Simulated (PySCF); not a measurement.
**Al⁺ (aluminium, charge +1): UHF calculation**

Configuration: [Ne] 3s2, closed-shell 1S. All numbers are calculated (PySCF 2.14, scalar relativity by spin-free X2C-1e, in cc-pVDZ-DK (4s3p1d, 18 functions)).

| Quantity | Value |
| --- | --- |
| Total energy | -242.103608 hartree |
| One-electron energy | -333.4013 hartree |
| Hartree (Coulomb) energy | 109.2392 hartree |
| Exchange energy | -17.9416 hartree |
| ⟨S²⟩ | 0.0000 |
| ⟨L²⟩ | 0.000 |
| Sum of ⟨r⟩ | 9.945 bohr |
| Sum of ⟨r²⟩ | 17.37 bohr² |
| Langevin diamagnetic susceptibility | -13.8 ×10⁻⁶ cm³/mol |
| Time after the integrals | 0.07 s of wall time on 1 thread of Neoverse-N1 (shared host) |

```csv
shell,electrons,mean orbital energy (hartree),"rms radius, mean of both spins (bohr)"
1s,2,-58.93793,0.139
2s,2,-5.23820,0.675
2p,6,-3.52441,0.674
3s,2,-0.65361,2.62
```

Densities and radii are taken from the X2C orbitals without a picture-change correction, which distorts them close to the nucleus.
